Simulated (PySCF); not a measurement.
Mn³⁺ (manganese, charge +3) across methods

[Ar] 3d4, high-spin 5D determinant. Calculation: PySCF 2.14, in def2-QZVPPD (11s6p5d4f2g, 100 functions); the non-relativistic Hamiltonian (point nucleus).

```
method  E (hartree)  mean ε 3p α (eV)  mean ε 3p β (eV)  mean ε 3d α (eV)  Σ⟨r²⟩ (bohr²)   ⟨S²⟩
 M06-L    -1148.882           -93.526           -87.671           -43.140          13.02  6.001
   PBE    -1148.634           -91.681           -87.077           -43.135          13.23  6.000
  PBE0    -1148.694           -96.344           -90.116           -45.898          13.15  6.001
 TPSSh    -1148.923           -93.970           -88.519           -44.191          13.17  6.001
   LDA    -1146.482           -91.600           -87.184           -43.277          13.24  6.000
  TPSS    -1148.927           -92.152           -87.333           -43.083          13.20  6.001
   UHF  -1147.91205           -109.31           -97.597           -53.355          13.04  6.002
  BP86    -1149.024           -91.661           -87.217           -43.134          13.19  6.000
r2SCAN    -1148.878           -93.655           -87.823           -43.618          13.13  6.001
```
